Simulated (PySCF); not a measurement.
phosphorus nitride (NP), SMILES N#P. Geometry: B3LYP-D3(BJ)/def2-TZVPD.

TDDFT-LC-ωPBE/def2-TZVPD (PySCF) puts the lowest singlet excitations at 4.63, 5.11, 5.11, 5.20, 5.20, 8.01 eV and the lowest triplet (TDA) at 3.43 eV.

### Question
What are the lowest singlet roots from EOM-CCSD/aug-cc-pVDZ in PySCF? (An estimate is asked for; the answer gives what the named calculation found.)

### Answer
5.37, 5.37, 5.57, 5.81, 5.81, 8.27 eV; triplets 3.74, 4.37, 4.37 eV. S1 differs by 0.75 eV (second minus first; roots are paired by order, and the bases may differ).
